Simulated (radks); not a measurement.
Species: Ca IV. Configuration: [Ne] 3s2 3p4 4s1 (not the ground configuration).

Calculated with a radial shooting solver on a logarithmic mesh with Libxc functionals: scalar-relativistic Kohn-Sham, LDA (Slater exchange, Perdew-Wang correlation), spin-unpolarised, spherical densities, finite nucleus; Fermi nuclear charge, rms radius 3.4776 fm.

Energy parts (eV):
| part | energy |
|---|---|
| total | -18360.742 |
| kinetic | 18476.798 |
| electron-nucleus | -42944.441 |
| Hartree | 7002.716 |
| exchange-correlation | -895.815 |

Orbitals (lengths in bohr, moments of r in powers of bohr; r(90%) holds 90 % of the orbital's charge):
orbital	occ.	eigenvalue (eV)	<r^2>	<r^4>	r(90%)	<1/r>
1s	2	-3986.458	0.007976	0.0001638	0.138	19.70
2s	2	-459.5119	0.1577	0.04404	0.568	4.041
2p	6	-381.2546	0.1327	0.03663	0.540	3.953
3s	2	-86.6889	1.396	3.064	1.64	1.274
3p	4	-66.9060	1.598	4.228	1.78	1.169
4s	1	-27.1585	8.336	99.78	3.90	0.4967

The highest occupied level is 4s at -27.159 eV. The density falls to 0.001 e/bohr^3 at r = 3.81 bohr. Summed over all electrons, <r^2> = 18.65 bohr^2, which gives a Langevin (diamagnetic) susceptibility term of -14.8 x 10^-6 cm^3/mol.
